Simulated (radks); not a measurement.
Species: K2+. Configuration: [Ne] 3s2 3p3 4s2 (not the ground configuration). Method: scalar-relativistic Kohn-Sham, LDA (Slater exchange, Perdew-Wang correlation), spin-polarised, spherical densities, point nucleus; open shells are filled with parallel spins first; computed with a radial shooting solver on a logarithmic mesh with Libxc functionals.

Normalised radial functions P(r) = r R(r), r in bohr:

```
   r/bohr * 3p down (the largest magnitude, 0.953, reaches the edge; | marks zero)
 0.006598                             *
 0.007499                             *
 0.008523                             *
 0.009764                             *
   0.0111                             *
  0.01261                             *
  0.01445                             *
  0.01642                             |*
  0.01867                             |*
  0.02122                             |*
  0.02431                             |*
  0.02763                             |*
   0.0314                             | *
  0.03569                             | *
  0.04088                             |  *
  0.04647                             |  *
  0.05281                             |   *
  0.06002                             |    *
  0.06877                             |     *
  0.07816                             |      *
  0.08883                             |       *
   0.1018                             |        *
   0.1157                             |         *
   0.1315                             |          *
   0.1494                             |            *
   0.1712                             |            *
   0.1946                             |             *
   0.2211                             |             *
   0.2513                             |            *
   0.2879                             |           *
   0.3273                             |        *
   0.3719                             |     *
   0.4261                             | *
   0.4843                          *  |
   0.5505                     *       |
   0.6256               *             |
   0.7168          *                  |
   0.8146      *                      |
   0.9259   *                         |
    1.052  *                          |
    1.206  *                          |
     1.37    *                        |
    1.557        *                    |
     1.77            *                |
    2.028                *            |
    2.305                    *        |
     2.62                       *     |
    3.001                         *   |
    3.411                           * |
    3.877                            *|
    4.406                             *
    5.048                             *
    5.737                             *
    6.521                             *
    7.411                             *
    8.491                             *
     9.65                             *
```

3p down (empty): eigenvalue -49.525 eV, 1 radial node at r = 0.446 bohr, <r> = 1.28 bohr, 90 % of the charge inside 1.95 bohr.
